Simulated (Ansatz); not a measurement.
Basis-set extrapolation for CH7N3Si, SMILES `N=C[SiH](N)N` (PBE0-D4/def2-TZVP geometry, frozen core, Ansatz 0.2.0). Multiplicity 1, RHF reference.

```
                      def2-TZVPP   def2-QZVPP
                 HF  -494.371729  -494.391289
    MP2 correlation    -0.910979    -0.976318
CCSD(T) correlation    -0.988372      not run
```

Energies in hartree. Use E(X) = E(∞) + A·exp(−7.88·√X) for Hartree–Fock and E(X) = E(∞) + B·X^(−2.97) for correlation, with X = 3 and 4, and add CCSD(T) minus MP2 of the smaller set to the MP2 limit.

Question: What is the CCSD(T) energy at the basis-set limit?

Answer: HF limit: -494.391289 + (-0.019560) × 0.13774 = -494.39398. MP2 limit: -0.976318 + (-0.065339) × 0.74074 = -1.02472. Higher-order term: -0.988372 − (-0.910979) = -0.07739. Total: -495.49609 hartree, 357.0 kJ/mol below CCSD(T)/def2-TZVPP.
